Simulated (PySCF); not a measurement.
Species: CH₆AsNSi₂.
Bonds: N1–C2 (triple), C2–Si3, Si3–As4, As4–Si5. Hydrogens: H6, H7 on Si3; H8 on As4; H9, H10, H11 on Si5.

Method: PBE0-D3(BJ)/def2-SVP geometry optimisation, gas phase (PySCF 2.14.0); density fitting, grid level 1; the optimiser is geomeTRIC in internal coordinates, started from a GFN2-xTB structure with every atom displaced at random (about 0.01 Å).

Step 0: E = -79189.7106 eV
```
atom  x, y, z in Å  |  force x, y, z in eV/Å
N1     -2.0148    2.4661    0.0629   -0.670   5.356   0.223
C2     -1.8851    1.3522    0.0256    0.732  -5.355  -0.309
Si3    -1.5435   -0.4779   -0.0903    0.618   0.830   0.423
As4     0.4202   -0.6325   -1.3987   -0.707  -0.021  -0.768
Si5     1.8937    0.1766    0.1712    0.050   0.200   1.026
H6     -1.4639   -0.9083    1.3205    0.144  -0.212   0.215
H7     -2.7119   -1.0607   -0.7054   -0.628  -0.465  -0.530
H8      0.6202   -2.0679   -0.9992    0.106  -0.421   0.084
H9      3.2650   -0.0823   -0.2512    0.594  -0.166  -0.381
H10     1.7452   -0.4207    1.5256   -0.117  -0.139   0.114
H11     1.7131    1.6296    0.3235   -0.122   0.393  -0.097
```

**Question.** Estimate the geometry and energy of step 1. (The exact step hangs on the optimiser's Hessian estimate; all steps are aligned on step 0, rigid shifts and turns removed.)

**Answer.** E = -79189.9136 eV, largest force 0.642 eV/Å
```
atom  x, y, z in Å  |  force x, y, z in eV/Å
N1     -1.9867    2.5492    0.0799    0.090  -0.627  -0.041
C2     -1.8220    1.3971    0.0219   -0.088   0.633   0.065
Si3    -1.4907   -0.4270   -0.0704   -0.109  -0.299  -0.190
As4     0.3944   -0.6991   -1.4581    0.194  -0.015   0.166
Si5     1.8540    0.1829    0.2197   -0.022  -0.076  -0.269
H6     -1.3119   -0.9265    1.3228   -0.046   0.055   0.015
H7     -2.6674   -1.0824   -0.7257    0.044   0.120   0.141
H8      0.6029   -2.1521   -0.9993   -0.071   0.183  -0.014
H9      3.2524   -0.0315   -0.2655   -0.031   0.025   0.079
H10     1.6560   -0.4789    1.5433    0.013   0.019   0.014
H11     1.5571    1.6423    0.3155    0.027  -0.018   0.033
```

The energy changes by -0.2030 eV. The first-order estimate −F·Δx gives -0.5219 eV and the mean of the old and new forces, exact on a quadratic surface, -0.2056 eV. The step makes an angle of 78° with the force vector and moves no atom by more than 0.157 Å.

The cost below is that of the whole optimisation. Hardware: one thread of an Arm Neoverse V1, no GPU, shared host with 32 logical CPUs at a one-minute load of 19. Cost: 76 s, 0.53 GiB resident at most.
